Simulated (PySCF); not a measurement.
# Ionising GeBr

PBE; PySCF, no relativity, basis sets Ge def2-TZVPPD, Br def2-TZVPPD. Neutral (UKS): doublet (π ↑), Re = 2.347 Å, ωe = 285 cm⁻¹, De = 3.89 eV, HOMO -4.18 eV, LUMO -4.03 eV.

GeBr⁺ (UKS): singlet (closed shell), Re = 2.228 Å, ωe = 354 cm⁻¹, De = 4.61 eV to Ge⁺ + Br. The energies at the minima are -4650.46599 hartree for GeBr and -4650.20227 for GeBr⁺.

Work out the adiabatic ionisation energy, without and with harmonic zero-point energies (1 hartree = 27.2114 eV, 1 eV = 8065.5 cm⁻¹), and the change of the bond length.

At PBE: 0.26372 hartree = 7.176 eV between the minima; the zero-point term (354.0 − 285.0)/2 cm⁻¹ = +0.004 eV makes it 7.180 eV. Re changes by -11.9 pm against the neutral. The electron leaves a π orbital, and the shorter bond of the ion fits an antibonding orbital, or a change in how ionic the bond is.

GeBr⁻ (UKS): triplet (π ↑↑), Re = 2.545 Å, ωe = 195 cm⁻¹, De = 1.75 eV to Ge + Br⁻. The energies at the minima are -4650.46599 hartree for GeBr and -4650.51599 for GeBr⁻.

Work out the adiabatic electron affinity, without and with harmonic zero-point energies (1 hartree = 27.2114 eV, 1 eV = 8065.5 cm⁻¹), and the change of the bond length.

At PBE: 0.05000 hartree = 1.361 eV between the minima; the zero-point term (285.0 − 195.0)/2 cm⁻¹ = +0.006 eV makes it 1.366 eV. Re changes by +19.8 pm against the neutral. The electron enters a π orbital, and the longer bond of the ion fits an antibonding orbital, or a change in how ionic the bond is.

Spin–orbit coupling is left out. For an ion De counts to the pair picked by the measured ionisation energies or electron affinities, which need not be the lowest pair at this level. The highest Kohn–Sham level is positive in this anion. Much of that is self-interaction error, but it also means that the finite basis helps to hold the extra electron. States were picked by a PBE0 search and need not be the measured ground states.
